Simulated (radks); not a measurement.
The helium ion He+ inside a hard spherical wall (all orbitals vanish at R), configuration held at 1s1 and not refilled when levels cross. Calculated with a radial shooting solver on a logarithmic mesh with Libxc functionals: scalar-relativistic Kohn-Sham, PBE, spin-polarised, spherical densities, finite nucleus; open shells are filled with parallel spins first; Gaussian nuclear charge, rms radius 1.6755 fm. Eigenvalues in eV for spin up, with the zero of energy where the potential of the charges vanishes at infinity; a dash marks a level that is unbound or too diffuse for the functional's potential to be trusted. A positive occupied level is held by the wall or, in an anion where self-interaction has pushed it up, behind a barrier. The pressure on the wall is -dE/dV.

R (bohr),E (hartree),kinetic (hartree),e(1s),"e(2s, empty)","e(2p, empty)",pressure (GPa)
free,-1.99388,1.988,-42.041,-,-,0
20,-1.99388,1.988,-42.041,-,-,< 0.0001
10,-1.99388,1.988,-42.041,-,-,< 0.0001
8,-1.99388,1.988,-42.041,-,-,< 0.0001
7,-1.99388,1.988,-42.041,-,-5.144,< 0.0001
5,-1.99387,1.988,-42.040,-4.086,-3.964,0.00205
3,-1.99006,2.019,-41.797,11.295,4.695,3.03
2,-1.92001,2.343,-38.764,58.108,28.795,126
